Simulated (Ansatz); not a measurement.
BBrH2S2 (`SB(S)Br`). The species carries charge 0 and has multiplicity 1. Correlated methods include outer-core shells of Br, which these sets cover unevenly. Scalar relativity is left out up to krypton.

```xyz
6

S     1.000    1.062    0.272
B    -0.269   -0.194    0.119
S    -0.494   -1.123   -1.395
Br   -1.461   -0.619    1.562
H     0.730    1.413    1.540
H     0.494   -0.539   -2.098
```

Task: Give the diagnostics of a CCSD(T)/def2-TZVPP run (frozen core, Ansatz). (An estimate is asked.)

Result: Ansatz gave: T1 = 0.0114, largest single amplitude 0.042, largest double 0.034, (T) share of the correlation energy 4.3 %, 9 CCSD cycles. The RHF solution is stable towards an unrestricted one. T1 lies under the customary mark of 0.02 for closed shells.
